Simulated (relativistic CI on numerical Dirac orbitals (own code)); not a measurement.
Nd¹⁰⁺: what numerical and physical settings do to a radial Dirac CI calculation

Reference input:

```
atom Nd  Z=60  charge=10  electrons=50
nucleus A=142  rms_radius_fm=4.9123
hamiltonian dirac-coulomb  breit=on  qed=on  c_scale=1
orbitals kli  potential=per-configuration
slater_scale 1
correlation none
mixing on
grid step=0.0125 r_max=18.3
scf mixing=0.4 start=green max_iterations=150 tolerance=2e-08 node_fill=0.05
configurations
  [Kr] 4d10 4f2 5s2
  [Kr] 4d10 5s2 5p2
end
```

Computed lowest total energy -9585.73046 Ha, first excitation 2853.1 cm⁻¹, 25 SCF steps. Runs with settings changed; * marks those that are bad on purpose (the QED terms keep the true α when c is scaled):

```csv
Changed,Outcome,Lowest level,ΔE (Ha),First excitation (cm⁻¹),SCF steps,Message
grid step 0.03,converged,4f2 3H_4,0.000397,2853.1,24,
end of the grid at 27.45 bohr,converged,4f2 3H_4,-5.46e-12,2853.1,25,
Breit term off,converged,4f2 3H_4,-8.29,3156.4,25,
"SCF tolerance 1e-06, Breit term off",converged,4f2 3H_4,-8.29,3156.4,21,
speed of light × 0.4 *,not converged,,,,1,SCF of 1s2 2s2 2p6 3s2 3p6 3d10 4s2 4p6 4d10 4f2 5s2 stopped: an orbital could not be found
Slater scale -1 *,converged,4f2 1S_0,-0.24,46251.0,25,
```
